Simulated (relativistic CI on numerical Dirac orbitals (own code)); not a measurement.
Electric-dipole lines of Ce XIX

Calculated at this level of theory: Dirac-Coulomb-Breit CI, KLI orbitals optimised for each configuration, a model potential for QED, unscaled Slater integrals (own radial code, finite nucleus).

CI space (outside the closed core [Ar] 3d10): 4s2 4p6 4d4, 4s2 4p5 4d5, 4s2 4p6 4d3 4f, 4s 4p6 4d5, 4s2 4p5 4d4 4f, 4s2 4p6 4d3 5s, 4s 4p6 4d4 4f, 4s2 4p6 4d3 5p, 4s2 4p6 4d2 4f 5s, 4s2 4p6 4d3 5d, 4s2 4p6 4d2 5s 5p, 4s2 4p5 4d4 5s, 4s2 4p6 4d3 5f, 4s2 4p6 4d3 6s, 4s2 4p6 4d3 6p, 4s 4p6 4d3 4f 5s, 4s2 4p6 4d3 6f, 4s2 4p6 4d3 7s, 4p6 4d5 4f, 4s2 4p6 4d3 7p, 4p6 4d6, 4p5 4d7, 4p5 4d6 4f, 4s2 4p6 4d2 5s2, 4s2 4p6 4d 4f 5s2, 4s2 4p5 4d2 4f 5s2, 4s 4p6 4d2 4f 5s2. Double excitations out of closed p, d and f shells are left out; levels of such configurations are missing from the list, as are those of other unlisted configurations, and high levels can miss mixing partners. These lack a partner that the ground configuration has and come out too high: 4s2 4p5 4d4 5s.

```
λ vac (nm)                  Lower                       Upper   A (s⁻¹)        gf  Branching (%)
    8.1934   4s2 4p6 4d4 5D_3 [4]     4s2 4p5 4d5 5P°_3 [382]  4.53e+11  3.19e+00           22.6
    8.2237   4s2 4p6 4d4 5D_4 [5]     4s2 4p5 4d5 5P°_3 [382]  1.07e+12  7.62e+00           53.7
    8.2359   4s2 4p6 4d4 3H_4 [7]  4s2 4p6 4d3 4f 3H°_5 [391]  3.44e+11  3.84e+00           18.6
    8.2818   4s2 4p6 4d4 3H_5 [9]  4s2 4p6 4d3 4f 3H°_6 [399]  4.37e+11  5.85e+00           22.8
    8.3049   4s2 4p6 4d4 5D_2 [3]     4s2 4p5 4d5 5P°_2 [373]  6.89e+11  3.56e+00           34.7
    8.3217  4s2 4p6 4d4 3H_6 [11]  4s2 4p6 4d3 4f 3H°_6 [399]  1.46e+12  1.97e+01           76.1
    8.3329   4s2 4p6 4d4 3H_5 [9]  4s2 4p6 4d3 4f 3H°_5 [391]  1.08e+12  1.24e+01           58.6
    8.3639   4s2 4p6 4d4 3H_4 [7]  4s2 4p6 4d3 4f 3I°_5 [380]  1.40e+12  1.62e+01           77.5
    8.3650   4s2 4p6 4d4 5D_3 [4]     4s2 4p5 4d5 5P°_2 [373]  1.04e+12  5.46e+00           52.5
    8.3656  4s2 4p6 4d4 3H_6 [11]  4s2 4p6 4d3 4f 3I°_7 [392]  1.81e+12  2.84e+01           99.9
    8.3733   4s2 4p6 4d4 5D_2 [3]  4s2 4p6 4d3 4f 5F°_3 [368]  1.09e+12  8.06e+00           58.9
    8.3756   4s2 4p6 4d4 3G_3 [8]  4s2 4p6 4d3 4f 3H°_4 [387]  1.70e+12  1.61e+01           91.4
    8.3781   4s2 4p6 4d4 3H_5 [9]  4s2 4p6 4d3 4f 3I°_6 [389]  1.37e+12  1.87e+01           73.5
    8.3805  4s2 4p6 4d4 3G_4 [13]  4s2 4p6 4d3 4f 3H°_5 [400]  1.60e+12  1.86e+01           86.8
    8.3806   4s2 4p6 4d4 3G_3 [8]     4s2 4p5 4d5 3G°_3 [386]  8.94e+11  6.59e+00           50.5
    8.3807   4s2 4p6 4d4 5D_3 [4]  4s2 4p6 4d3 4f 5F°_4 [369]  1.53e+12  1.45e+01           82.3
    8.4003  4s2 4p6 4d4 3G_4 [13]  4s2 4p6 4d3 4f 3G°_4 [397]  9.62e+11  9.16e+00           54.4
    8.4040   4s2 4p6 4d4 5D_4 [5]  4s2 4p6 4d3 4f 3G°_5 [372]  1.68e+12  1.95e+01           92.1
    8.4190  4s2 4p6 4d4 3H_6 [11]  4s2 4p6 4d3 4f 3I°_6 [389]  4.74e+11  6.55e+00           25.5
    8.4198   4s2 4p6 4d4 3P_0 [6]  4s2 4p6 4d3 4f 3D°_1 [379]  1.06e+12  3.40e+00           63.4
    8.4266  4s2 4p6 4d4 3P_1 [12]  4s2 4p6 4d3 4f 3D°_1 [388]  1.45e+12  4.62e+00           82.3
    8.4277   4s2 4p6 4d4 3H_5 [9]  4s2 4p6 4d3 4f 3G°_5 [384]  4.22e+11  4.94e+00           25.2
    8.4282  4s2 4p6 4d4 3D_2 [14]  4s2 4p6 4d3 4f 3P°_1 [398]  1.48e+12  4.71e+00           84.5
    8.4296   4s2 4p6 4d4 5D_2 [3]  4s2 4p6 4d3 4f 5F°_2 [365]  1.09e+12  5.82e+00           60.8
    8.4344   4s2 4p6 4d4 5D_3 [4]  4s2 4p6 4d3 4f 5F°_3 [368]  6.89e+11  5.14e+00           37.1
    8.4378   4s2 4p6 4d4 5D_1 [2]  4s2 4p6 4d3 4f 3P°_2 [359]  7.84e+11  4.19e+00           72.3
    8.4466  4s2 4p6 4d4 3F_2 [10]  4s2 4p6 4d3 4f 3G°_3 [383]  1.14e+12  8.51e+00           63.9
    8.4487   4s2 4p6 4d4 5D_2 [3]  4s2 4p6 4d3 4f 5D°_3 [364]  4.71e+11  3.53e+00           29.4
    8.4495   4s2 4p6 4d4 5D_1 [2]  4s2 4p6 4d3 4f 3P°_2 [357]  4.04e+11  2.16e+00           65.9
    8.4582  4s2 4p6 4d4 3F_4 [16]  4s2 4p6 4d3 4f 3G°_4 [397]  5.97e+11  5.77e+00           33.8
    8.4617   4s2 4p6 4d4 3H_5 [9]     4s2 4p5 4d5 3G°_4 [381]  1.38e+12  1.34e+01           84.9
    8.4637  4s2 4p6 4d4 3P_1 [12]  4s2 4p6 4d3 4f 3D°_2 [385]  1.17e+12  6.26e+00           66.1
    8.4691  4s2 4p6 4d4 3H_6 [11]  4s2 4p6 4d3 4f 3G°_5 [384]  1.07e+12  1.27e+01           64.0
    8.4709   4s2 4p6 4d4 3H_4 [7]  4s2 4p6 4d3 4f 3H°_4 [376]  1.60e+12  1.55e+01           91.4
    8.4714   4s2 4p6 4d4 5D_1 [2]     4s2 4p5 4d5 5P°_1 [356]  1.09e+12  3.52e+00           60.4
    8.4768   4s2 4p6 4d4 5D_0 [1]  4s2 4p6 4d3 4f 3P°_1 [350]  1.37e+12  4.44e+00           86.7
    8.4848  4s2 4p6 4d4 3F_4 [16]  4s2 4p6 4d3 4f 3D°_3 [393]  6.00e+11  4.54e+00           36.3
    8.4931   4s2 4p6 4d4 5D_1 [2]  4s2 4p6 4d3 4f 5D°_0 [355]  1.66e+12  1.80e+00           99.2
    8.4934   4s2 4p6 4d4 3H_4 [7]     4s2 4p5 4d5 3G°_3 [375]  8.72e+11  6.60e+00           55.0
    8.4936   4s2 4p6 4d4 5D_2 [3]  4s2 4p6 4d3 4f 5D°_1 [360]  1.12e+12  3.63e+00           65.0
    8.5031   4s2 4p6 4d4 5D_4 [5]  4s2 4p6 4d3 4f 3F°_4 [367]  1.48e+12  1.45e+01           88.4
    8.5108   4s2 4p6 4d4 5D_3 [4]  4s2 4p6 4d3 4f 5D°_3 [364]  4.72e+11  3.59e+00           29.5
    8.5286   4s2 4p6 4d4 3G_3 [8]     4s2 4p5 4d5 3F°_2 [378]  1.07e+12  5.83e+00           65.0
    8.5435   4s2 4p6 4d4 5D_4 [5]  4s2 4p6 4d3 4f 5D°_3 [364]  5.85e+11  4.48e+00           36.5
    8.5724  4s2 4p6 4d4 3F_2 [10]     4s2 4p5 4d5 3D°_1 [377]  9.79e+11  3.24e+00           59.6
```

Terms are leading LS components. Brackets give the number of a level in order of energy, since labels repeat. The list gives strong lines, with weight on those to low levels, without lines whose two gauges differ by over a factor of 2.5, among the lowest 400 of 8931 levels, so that lines to higher ones, which can be the strongest, are missing. Levels whose partners in the same complex of configurations lie outside the list can be far off, and so can their lines. Rates are taken at the computed energies, electric ones in the length gauge.

At this charge energies of transitions that change n are usually good to better than 1 %, and those within a shell (Δn = 0) to a few per cent. Terms inside the open d or f shell come out 10 to 20 % too wide with unscaled integrals.

LS names give the leading component of a level, which can be under half, so a name can repeat, a term be missing and a line seem to break the LS rules.
